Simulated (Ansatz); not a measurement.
```xyz
7

S     0.0243    0.0435   -0.0043
F     1.5321   -0.0120   -0.0009
F    -1.5446   -0.0345    0.0028
F    -0.0106    1.6172    0.0324
F    -0.0453   -1.5864   -0.0203
F    -0.0121    0.0430    1.5582
F     0.0309   -0.0065   -1.6194
```

Basis set: 6-31G (spherical functions). Correlated methods keep 11 orbitals frozen. Charge 0, multiplicity 1.

Computed with Ansatz (development build ahead of 0.2.0); each method stands on the lowest determinant of its kind that the runs found. Restricted open shells among the atoms or ions are ROHF, correlated in semicanonical orbitals with singles.

Problem. Give the atomization energy at this shape (free ground-state atoms in the same class of orbitals less the molecule, no zero-point energy) of singlet SF6 by RHF-MP2, RHF.

Solution.

```json
{"method": "RHF-MP2", "atomization energy": "146.40 kcal/mol"}
{"method": "RHF", "atomization energy": "-68.38 kcal/mol"}
```

Caution: the shape is not the minimum. Caution for RHF: the molecule lies well above its atoms at this level.

This basis has no polarisation functions and is too small for such energies, which can lie far from measured ones in either direction.
